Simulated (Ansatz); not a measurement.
# Cost against result

Saddle point of BH₂F₃, closed shell (BHF₂ ([F][BH][F]) + HF → BF₃ ([F][B]([F])[F]) + H₂; bonds formed: B1–F6, H2–H5; bonds broken: B1–H2, H5–F6), PBE0-D4/def2-TZVP structure:

| atom | x (Å) | y (Å) | z (Å) |
| --- | --- | --- | --- |
| B1 | -0.2799 | -0.1693 | -0.1989 |
| H2 | 0.5228 | 0.8295 | -0.5724 |
| F3 | -0.0199 | -1.2897 | -0.8532 |
| F4 | -1.5288 | 0.2323 | -0.0255 |
| H5 | 0.8197 | 0.5763 | 0.4346 |
| F6 | 0.4862 | -0.1790 | 1.2155 |

Barriers are electronic and count from the start structure reached by relaxing down the imaginary mode.

Computed with Ansatz 0.2.0 (basis: as named in each row); correlated methods freeze the cores. B3LYP uses VWN-RPA correlation. Extrapolation: Hartree–Fock as exp(−7.88 √X), correlation as X^−2.97.

Times are rough, for one single point on 2 threads of a shared host (Arm Neoverse V1).

The estimate by CCSD(T) at an estimated basis limit (MP2 extrapolated from triple and quadruple zeta, plus CCSD(T) − MP2 in triple zeta) is 1.182 eV.

| method | basis | time (s) | barrier (eV) | method less estimate |
| --- | --- | --- | --- | --- |
| SPW92 | def2-TZVPP | under 1 | 0.390 | -0.792 |
| PBE-D4 | def2-TZVPP | 1 | 0.778 | -0.404 |
| BLYP-D4 | def2-TZVPP | 1 | 0.994 | -0.188 |
| PBE0-D4 | def2-TZVPP | 2 | 0.937 | -0.245 |
| B3LYP-D4 | def2-TZVPP | 2 | 1.086 | -0.096 |
| BHLYP-D4 | def2-TZVPP | 2 | 1.265 | 0.084 |
| CAM-B3LYP-D4 | def2-TZVPP | 2 | 1.058 | -0.124 |
| r2SCAN-D4 | def2-TZVPP | 2 | 0.854 | -0.328 |
| r2SCAN0-D4 | def2-TZVPP | 3 | 0.979 | -0.203 |
| RPA on PBE | def2-TZVPP | 3 | 1.152 | -0.030 |
| B2PLYP | def2-TZVPP | 3 | 1.123 | -0.059 |
| PBE-QIDH | def2-TZVPP | 3 | 1.058 | -0.124 |
| wB97X-V | def2-TZVPP | 5 | 1.063 | -0.119 |
| B97M-V | def2-TZVPP | 6 | 1.003 | -0.179 |
| wB97M-V | def2-TZVPP | 6 | 1.045 | -0.137 |
| MP2 | def2-QZVPP | 8 | 1.132 | -0.050 |
| CCSD(T) | def2-TZVPP | 33 | 1.156 | -0.026 |

All methods are single points on the PBE0-D4 structures.

T1 diagnostic: at most 0.013.

Labels in which every atom is bracketed show which atoms are joined, not bond orders.
